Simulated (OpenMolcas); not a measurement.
# Ions of charge +3 along the 3d row with 4 chloride ligands in tetrahedral coordination

| Item | Value |
| --- | --- |
| Program | OpenMolcas 26.06 |
| Method | CASSCF |
| Spin-orbit coupling | RASSI with atomic mean-field integrals over the reference wave functions |

The d shell is active. Anionic complexes are neutralised by point charges behind the ligands. Distances were set from a Shannon-type radius of the metal (high-spin where two are listed) plus a fixed donor radius (Cl 1.76 Å). Ligand basis ANO-RCC-VTZP, DKH2 Hamiltonian. States (labels of Td). Energies in cm-1 above the lowest state or level, χT in cm3 K/mol; under a threefold ground state the first gap can be a small split of the lowest multiplet, not the spin-orbit step; 10Dq is the gap between the two states; 10Dq is negative for this site. Spin-only χT is S(S+1) / 2 for the spin of the ground state.

| Ion | Shell | R (Å) | Metal basis | Outer charge (e at Å behind ligand) | Ground state | First state of that spin | 10Dq | First gap with spin-orbit (degeneracies) | χT at 300 K | First state of another spin | Spin-only χT |
| --- | --- | --- | --- | --- | --- | --- | --- | --- | --- | --- | --- |
| Ti3+ | 3d1 | 2.3 | ANO-RCC-VTZP | 0.25 at 2.6 | 2E | 2T2 5229 | -5229 | 5201 (4, 4) | 0.391 |  | 0.375 |
| V3+ | 3d2 | 2.27 | ANO-RCC-VTZP | 0.25 at 2.4 | 3A2 | 3T2 5439 |  | 5388 (3, 1) | 0.975 | 1E 13835 | 1.000 |
| Cr3+ | 3d3 | 2.25 | ANO-RCC-VTZP | 0.25 at 3.2 | 4T1 | 4T2 4776 |  | 24.4 (4, 2) | 1.469 | 2E 13379 | 1.875 |
| Ni3+ | 3d7 | 2.23 | ANO-RCC-VTZP | 0.25 at 2.6 | 4A2 | 4T2 3901 |  | 3693 (4, 4) | 2.753 | 2T1 20797 | 1.875 |
| Cu3+ | 3d8 | 2.17 | ANO-RCC-VTZP | 0.25 at 3.2 | 3T1 | 3T2 4080 |  | 415.1 (1, 3) | 1.934 | 1E 14349 | 1.000 |

The rows also differ in their outer charges, so part of each step comes from that.

Every ion keeps the highest spin of its shell. χT departs most from the spin-only value for Cu3+, by +0.934 cm3 K/mol.

Ligand-to-metal charge-transfer states are missing. An orbital doublet at a regular site is open to a Jahn-Teller distortion, which this geometry leaves out (holds for Ti3+). The least metal-like active orbital is 85 % on the metal (Löwdin) and no ligand orbital is active, so the numbers are rough (holds for Ti3+). With metal d orbitals alone and no dynamic correlation the field as a rule comes out too small, by tens of per cent, by up to half for chloride and softer ligands (holds for Ti3+; V3+; Cr3+). Without dynamic correlation the repulsion within the d shell is too large (B by tens of per cent), so at a given field states of lower spin stand too high (holds for V3+; Cr3+; Ni3+; Cu3+). With no ligand orbital active B as a rule stays too high, so bands that hang on it stand too high and its fall with covalency is understated (holds for V3+; Cr3+; Ni3+; Cu3+). An orbital triplet at a regular site is open to Jahn-Teller coupling, which can distort the site and quench the lowest spin-orbit gaps and is left out (holds for Cr3+; Cu3+). With metal d orbitals alone and no dynamic correlation the field as a rule comes out too small, by tens of per cent, by up to half for chloride and softer ligands, and the orbital part of g and χT, which goes as 1/10Dq, too large (holds for Ni3+). The least metal-like active orbital is 82 % on the metal (Löwdin) and no ligand orbital is active, so the numbers are rough (holds for Cu3+). With metal d orbitals alone and no dynamic correlation the field as a rule comes out too small, by tens of per cent, by up to half for chloride and softer ligands, and with too little covalency χT stands high (holds for Cu3+). No measured value stands beside these numbers; the geometry was imposed, not optimised, and the real ion may take another.
